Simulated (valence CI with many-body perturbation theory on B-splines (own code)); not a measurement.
Hyperfine factors and g values of Cs33+

Calculated by relativistic CI+MBPT: four valence electrons over a frozen Dirac-Fock core [Ar], a basis of 9 s, 9 p, 10 d, 8 f, 5 g, 3 h, 1 i functions for each j, with the one-electron correlation potential Σ1, the two-electron term Σ2, the three-electron term Σ3, Breit, model QED; selected CI, second order for the rest (own B-spline code, finite nucleus).

No measured spectrum was set against this ion. As an estimate, large intervals hold to a few tenths of a per cent, small ones and those within an open d or f shell to about a per cent. Only levels of the ground parity were solved; by the run's estimate the other parity begins above the list, which can be wrong where configurations are misplaced.

A/g_I is the dipole constant over the nuclear g factor μ/I (μ in nuclear magnetons, uniformly magnetised nucleus), B/Q the quadrupole constant per barn. Both hold the static response of the core; the bare values leave it out. Large factors of s and p1/2 electrons are usually good to 5 to 10 %; those of open d and f shells near neutrality can be off by tens of per cent, and small factors of p3/2, d and f electrons come from cancelling terms and can be off by a factor of two or in sign, in half-filled shells by more. B is blank for J = 1/2, where it vanishes, and for nearly pure S terms. Energies count from the lowest level. Levels with J = 0 are left out.

Levels are named by their leading jj configuration (3d3/2^4 stands for four electrons in 3d with j = 3/2), which in mixed levels can hold well under half, so a name can repeat and another be missing. Letters in brackets count levels of one name in rising energy.

```tsv
Level	E (cm⁻¹)	g	A/g_I (MHz)	A/g_I bare	B/Q (MHz/b)	B/Q bare
(3d3/2^3 3d5/2) J=1	91293	1.495	-1110	-430	7550	7690
(3d3/2^3 3d5/2) J=2	142690	1.384	8900	9410	9440	9610
(3d3/2^3 3d5/2) J=4	158910	1.154	19400	19600	-3410	-3510
(3d3/2^3 3d5/2) J=3	167390	1.305	14600	15000	2640	2680
(3d3/2^2 3d5/2^2) J=4 [a]	249130	1.139	16700	16900	-5880	-6010
(3d3/2^2 3d5/2^2) J=2 [a]	266060	0.996	14200	14300	12900	13200
(3d3/2^2 3d5/2^2) J=3 [a]	267620	1.017	17500	17600	3940	4010
(3d3/2^2 3d5/2^2) J=5	287990	1.077	18900	19100	17200	17600
(3d3/2^2 3d5/2^2) J=1	298460	1.245	18200	18500	178	168
(3d3/2^2 3d5/2^2) J=6	303990	1.093	19800	19900	19600	19900
(3d3/2^2 3d5/2^2) J=4 [b]	326960	1.028	21500	21600	-8130	-8270
(3d3/2^2 3d5/2^2) J=2 [b]	334460	1.149	17500	17700	4190	4260
(3d3/2^2 3d5/2^2) J=3 [b]	336180	1.150	19800	20000	7240	7380
(3d3/2 3d5/2^3) J=4 [a]	381010	1.191	14100	14400	4720	4800
(3d3/2^2 3d5/2^2) J=2 [c]	393660	1.048	25100	25200	715	719
(3d3/2 3d5/2^3) J=3 [a]	410000	1.103	13400	13500	543	560
(3d3/2 3d5/2^3) J=5	433760	1.146	16300	16600	-11200	-11400
(3d3/2 3d5/2^3) J=1 [a]	437590	0.786	22700	22500	8290	8440
(3d3/2 3d5/2^3) J=6	442430	1.063	18900	19000	23600	24100
(3d3/2^2 3d5/2^2) J=4 [c]	447860	1.118	15500	15700	17600	17900
(3d3/2^2 3d5/2^2) J=2 [d]	467960	1.346	13500	13900	-4350	-4410
(3d3/2 3d5/2^3) J=2	493410	0.990	21600	21700	16300	16600
(3d3/2 3d5/2^3) J=3 [b]	495590	1.083	17900	18100	11500	11800
(3d3/2 3d5/2^3) J=3 [c]	568130	1.061	20100	20300	26200	26600
(3d3/2 3d5/2^3) J=4 [b]	571940	1.047	18200	18300	11600	11800
(3d3/2 3d5/2^3) J=1 [b]	572730	1.455	3850	4460	-11000	-11200
(3d5/2^4) J=2 [a]	586310	1.043	19700	19800	-3470	-3540
(3d5/2^4) J=4	601060	1.135	16300	16500	-10600	-10800
(3d5/2^4) J=2 [b]	689590	1.002	17100	17200	-12100	-12300
```

**Question.** Take the isotope of mass number 134, with I = 4, μ = 2.9893 μN and Q = 0.37 b. What is the hyperfine structure of (3d3/2^3 3d5/2) J=4?

**Answer.** From the table A = 14500 MHz, B = -1260 MHz. Shifts from the centre of gravity in MHz: F = 0: -291000, F = 1: -276000, F = 2: -247000, F = 3: -203000, F = 4: -145000, F = 5: -72200, F = 6: 14800, F = 7: 116000, F = 8: 232000.
